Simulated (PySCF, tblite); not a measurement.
Isomers of C5H6Cl2O2Si, one GFN2-xTB conformer each. Single-point energies are computed at PBE0/pcSseg-1 (PySCF, gas phase, no added dispersion term), electronic only.

```tsv
SMILES	GFN2-xTB relative energy (kJ/mol)
O=C=C(C=O)[C@H]([SiH3])C(Cl)Cl	248.9
O=CO[Si@@H](Cl)C1=C(Cl)CC1	0.0
```

Conformers: `[O:1]=[C:2]=[C:3]([CH:4]=[O:5])[C@H:6]([SiH3:7])[CH:8]([Cl:9])[Cl:10]` with C2–C3–C4–O5 178°, C2–C3–C6–Si7 -155°, C3–C6–C8–Cl9 -60°; `[O:1]=[CH:2][O:3][Si@@H:4]([Cl:5])[C:6]1=[C:7]([Cl:8])[CH2:9][CH2:10]1` with O1–C2–O3–Si4 0°, C2–O3–Si4–Cl5 -179°, O3–Si4–C6–C7 -165°.

Q: What does PBE0/pcSseg-1 give for the same structures?

A: 
| SMILES | PBE0/pcSseg-1 E (Eh) | PBE0/pcSseg-1 (kJ/mol) | GFN2-xTB (kJ/mol) | point group |
| --- | --- | --- | --- | --- |
| O=CO[Si@@H](Cl)C1=C(Cl)CC1 | -1553.64253 | 0.0 | 0.0 | C1 |
| O=C=C(C=O)[C@H]([SiH3])C(Cl)Cl | -1553.53818 | 274.0 | 248.9 | C1 |

Both levels put the same isomer lowest. As drawn, the lower has a four-membered ring, a C(=O)–O unit and an Si–O bond, which the higher lacks; the higher has cumulated double bonds, which the lower lacks.

Q: Which frontier levels, dipoles and rotational constants go with these structures?

A: 
| SMILES | HOMO (eV, PBE0/pcSseg-1) | LUMO (eV) | dipole (D) | A, B, C (MHz) |
| --- | --- | --- | --- | --- |
| O=CO[Si@@H](Cl)C1=C(Cl)CC1 | -7.51 | -0.98 | 1.48 | 1086, 633.0, 429.3 |
| O=C=C(C=O)[C@H]([SiH3])C(Cl)Cl | -7.91 | -2.24 | 2.46 | 910.5, 830.8, 498.2 |

Q: What happens when harmonic zero-point energies from GFN2-xTB frequencies are added?

A: 
```json
{"SMILES": "O=CO[Si@@H](Cl)C1=C(Cl)CC1", "ZPE (kJ/mol)": "263.1", "electronic (kJ/mol)": "0.0", "with ZPE (kJ/mol)": "0.0"}
{"SMILES": "O=C=C(C=O)[C@H]([SiH3])C(Cl)Cl", "ZPE (kJ/mol)": "248.0", "electronic (kJ/mol)": "274.0", "with ZPE (kJ/mol)": "258.8"}
```

The zero-point energies span 15.1 kJ/mol. The order is unchanged.
